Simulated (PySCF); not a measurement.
The same groups moved round the core (quinoline silyl+boryl). All species are isolated molecules in the gas phase. One relaxed conformer stands for each flexible species; it need not be the lowest. Strings in code marks are SMILES.

Calculation: PBE-D3(BJ)/def2-TZVP // PBE-D3(BJ)/def2-SVP run with PySCF. All candidates: neutral, multiplicity 1. Excitations are Tamm–Dancoff values on a coarser integration grid. The basis has no diffuse functions, so Rydberg states are missing or too high.

```yaml
LUMO: -3.38 eV
S1 excitation (TDA): 2.90 eV
T1 excitation (TDA): 2.65 eV
```

Q: Name which member has these values.
(A) `Bc1c([SiH3])ccc2cccnc12`
(B) `Bc1cc2cccnc2cc1[SiH3]`
(C) `Bc1cc([SiH3])nc2ccccc12`
(D) `Bc1cc([SiH3])cc2cccnc12`

A: B, `Bc1cc2cccnc2cc1[SiH3]`. The others give `Bc1cc([SiH3])cc2cccnc12`: -3.27 eV, 2.72 eV, 2.60 eV; `Bc1c([SiH3])ccc2cccnc12`: -3.39 eV, 2.57 eV, 2.46 eV; `Bc1cc([SiH3])nc2ccccc12`: -3.67 eV, 2.49 eV, 2.12 eV
